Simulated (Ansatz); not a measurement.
Calibrating r2SCAN-D4/def2-TZVPP on molecular compounds of Ti

The vertical ionisation energy (cation less neutral) in eV of 7 molecular compounds of Ti: x at r2SCAN-D4/def2-TZVPP, y at CCSD(T)/def2-TZVPP. Shapes, held fixed at every level: PBE0-D4/def2-TZVP. Flexible molecules stand in one conformer, not always the lowest. Programs: Ansatz 0.2.0.

| molecule | x (eV) | y (eV) |
| --- | --- | --- |
| CH9N3OTi (SMILES C[O][Ti]([NH2])([NH2])[NH2]) | 8.28 | 8.80 |
| Ti(OH)3(SeH) | 8.90 | 8.88 |
| Se(CH3)(TiCl3) | 9.13 | 9.19 |
| CH4Cl2OSTi (SMILES C[S][Ti]([OH])([Cl])[Cl]) | 9.16 | ? |
| Ti(OH)3I | 9.39 | 9.38 |
| C3H10O4Ti (SMILES CC(C)[O][Ti]([OH])([OH])[OH]) | 9.52 | 10.19 |
| Ti(NH2)(OH)2Cl | 9.61 | 9.92 |

Problem. Fit y = c + s·x to the known rows and predict y for CH4Cl2OSTi.

Solution. 
1. Means of the 6 rows: x = 9.1383, y = 9.393.
2. Σ(Δx)² = 1.2251, Σ(Δx·Δy) = 1.1824, so the slope is 1.1824/1.2251 = 0.96515.
3. Intercept: 9.393 − (0.96515) × 9.1383 = 0.573. The largest residual of the fit is 0.43.
4. CH4Cl2OSTi: 0.573 + 0.96515 × 9.16 = 9.41 eV.

CCSD(T)/def2-TZVPP gives 9.28 eV, so the prediction is off by +0.13 eV, within the largest residual. Uncorrected, r2SCAN-D4/def2-TZVPP misses it by -0.12 eV, and the other rows by 0.26 on average. The line makes this one worse. Left out in turn, the other rows are missed by 0.44 eV on average, worse than no correction. Cations run unrestricted. For atoms past krypton def2 sets carry core potentials with scalar relativity. Relativity is left out for Se. Outer-core shells of I, Se, Ti are correlated, in sets that cover them unevenly.
